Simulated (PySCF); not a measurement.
Calculated NMR parameters of COCc1ccccc1

* Formula: C8H10O
* SMILES: COCc1ccccc1
* Point group of the computed structure: C1
* Degrees of unsaturation: 4
* Carbon signals: 6
* Proton signals: 5

Atom-mapped SMILES (the numbers label the heavy atoms): `[CH3:1][O:2][CH2:3][c:4]1[cH:5][cH:6][cH:7][cH:8][cH:9]1`. Each H is labelled by its parent atom.

- PBE0-D3(BJ)/def2-SVP structure
- shieldings: GIAO B3LYP/pcSseg-1
- code: PySCF 2.14.0 with density-fitted response routines
- rapidly exchanging positions averaged, a single conformation, in vacuum, non-relativistic Hamiltonian

Shifts are taken against calculated references (same method and geometry level): 1H (31.38 ppm), 13C (179.24 ppm) vs TMS; H2O for 17O (334.04 ppm).

```tsv
carbon	δC, type	δH (multiplicity)	HMBC from (2–3 bonds)	span of the C tensor (ppm)
C1	57.5, CH3	3.13 (s)	H(C3)	88
C3	77.5, CH2	4.43 (s)	H(C5)/H(C9), H(C1)	69
C4	146.4, C	–	H(C5)/H(C9), H(C6)/H(C8), H(C3)	233
C5/C9	133.1, CH	7.36 (m)	H(C5)/H(C9), H(C6)/H(C8), H(C7), H(C3)	230
C6/C8	134.5, CH	7.32 (m)	H(C5)/H(C9), H(C6)/H(C8), H(C7)	237
C7	133.5, CH	7.24 (m)	H(C5)/H(C9), H(C6)/H(C8)	234
```

Other nuclei:
```json
{"atoms": "O2", "nucleus": "17O", "environment": "ether oxygen", "δ (ppm)": "28.8", "σ (ppm)": "305.2"}
```

1. Carbon types of the structure: 1 × C, 5 × CH, 1 × CH2, 1 × CH3, which accounts for all hydrogens.
2. δC 146.4: substituted aromatic carbon.
3. δC 134.5, 133.5, 133.1: aromatic CH; the aromatic region.
4. δC 77.5: sp3 CH2 bonded to O, on an aromatic ring; the inductive effect lowers its shielding.
5. δH 7.36, 7.32, 7.24: hydrogen on an aromatic CH; it sits in the deshielding region of the aromatic ring current.
6. δH 4.43: hydrogen on an sp3 CH2 bonded to O, on an aromatic ring; its carbon carries O, which withdraws density.

Shifts are as computed. Against solution values, carbons near 30 ppm lie about +2 ppm off and those near 130 ppm about +6 ppm. Of 1211 compounds with measured shifts, 218 miss one by over three times the rms of a fit or turn the order of signals round; such compounds aren't used in these exercises. Experimental scales use liquid or dissolved standards, which lie at an offset from isolated H2O (liquid H2O: subtract about 36 ppm). No couplings were computed; multiplicities are counted from neighbouring protons, with m where these are inequivalent, close in shift, in a saturated or five-membered ring or joined by F or P, and br s for small geminal =CH2 splittings.
